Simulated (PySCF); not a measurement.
## Electric field gradients and quadrupole coupling constants

Species: ethyl butanoate, C₆H₁₂O₂.
Cartesian coordinates in Å at the PBE0-D3(BJ)/def2-SVP level; atoms count from 1:
```xyz
20
C6H12O2 angstrom
C     -3.4847    0.1770   -0.3499
C     -2.0952   -0.2258    0.1140
C     -1.0146    0.7595   -0.3358
C      0.3388    0.3467    0.1745
O      0.8072    0.6766    1.2335
O      0.9466   -0.4931   -0.6760
C      2.2193   -1.0032   -0.2800
C      3.3340   -0.0331   -0.6000
H     -3.7670    1.1652    0.0463
H     -3.5390    0.2335   -1.4487
H     -4.2438   -0.5457   -0.0150
H     -2.0701   -0.2993    1.2139
H     -1.8441   -1.2286   -0.2698
H     -0.9893    0.8148   -1.4345
H     -1.2274    1.7614    0.0646
H      2.3337   -1.9425   -0.8390
H      2.1949   -1.2279    0.7970
H      4.3088   -0.4886   -0.3693
H      3.3238    0.2362   -1.6667
H      3.2328    0.8824   -0.0005
```

Field gradients from the PBE0/pcSseg-1 density (PySCF, non-relativistic), principal values in atomic units, ordered |Vxx| ≤ |Vyy| ≤ |Vzz|:

| atom | Vxx | Vyy | Vzz |
| --- | --- | --- | --- |
| O5 | 0.6673 | 0.9504 | -1.6177 |
| O6 | -0.5430 | -1.1319 | 1.6749 |

Question: Find the asymmetry η = (Vxx − Vyy)/Vzz and the couplings χ = eQV/h (234.96 MHz × Q in barn × V in au), with Q(17O) = −0.0256 b.

Answer: 
| atom | environment | nucleus | η | χzz (MHz) | χxx (MHz) | χyy (MHz) |
| --- | --- | --- | --- | --- | --- | --- |
| O5 | ester carbonyl oxygen | 17O | 0.17 | 9.73 | -4.01 | -5.72 |
| O6 | ester single-bonded oxygen | 17O | 0.35 | -10.07 | 3.27 | 6.81 |

The tensor is traceless: Vxx + Vyy + Vzz = 0.

Question: What is Vzz at O6 in SI units (1 au = 9.71736 × 10²¹ V/m²)?

Answer: 1.6749 au = 16.275 × 10²¹ V/m².

Question: And the gradient at the other heavy atoms, for which no coupling is worked out here?

Answer: 
| atom | environment | Vzz (au) | η |
| --- | --- | --- | --- |
| C1 | methyl carbon | 0.048 | 0.07 |
| C2 | chain CH2 carbon | 0.092 | 0.72 |
| C3 | sp3 carbon next to a carbonyl | -0.081 | 0.92 |
| C4 | ester carbonyl carbon | -0.417 | 0.98 |
| C7 | sp3 carbon bound to oxygen | 0.469 | 0.17 |
| C8 | methyl carbon | 0.062 | 0.66 |

Question: What couplings would deuterons (Q(2H) = 0.00286 b) have in place of the hydrogens, at this geometry?

Answer: 
```csv
atom,bonded to,bond length (Å),Vzz (au),η,χzz (kHz)
H9,C1,1.102,0.2898,0.03,195
H10,C1,1.102,0.2899,0.03,195
H11,C1,1.100,0.2932,0.02,197
H12,C2,1.103,0.2820,0.03,189
H13,C2,1.103,0.2828,0.03,190
H14,C3,1.100,0.2857,0.03,192
H15,C3,1.100,0.2864,0.03,192
H16,C7,1.099,0.2835,0.07,191
H17,C7,1.100,0.2761,0.10,186
H18,C8,1.100,0.2927,0.03,197
H19,C8,1.100,0.2916,0.02,196
H20,C8,1.099,0.2898,0.02,195
```

Isolated species at its PBE0-D3(BJ)/def2-SVP geometry (one conformer only). These gradients aren't converged with respect to the basis.
